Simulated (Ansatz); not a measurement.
The molecule BeS+, multiplicity 4 (an upper state: multiplicity 2 came lower at CCSD(T)/def2-TZVPP on PBE0 minima).

Seven points along R, fitted to fifth degree in 1/R; most abundant isotopes. Runs in def2 and cc sets follow the lowest solution found near the PBE0 minimum.

Correlated levels freeze the inner cores; with def2 sets outer-core shells near the valence are correlated too.

Programs: Ansatz (a quantum-chemistry and plane-wave program) with Gaussian orbitals. Values without a source in brackets are computed.

Question: What bond length and harmonic frequency does PBE/def2-TZVPP give?

Answer: r_e = 2.232 Å, ω_e = 424 cm⁻¹.

Question: What bond length and harmonic frequency does CCSD/def2-TZVPP give?

Answer: r_e = 2.215 Å, ω_e = 446 cm⁻¹.

Question: What bond length and harmonic frequency does CCSD(T)/def2-TZVPP give?

Answer: r_e = 2.219 Å, ω_e = 443 cm⁻¹.
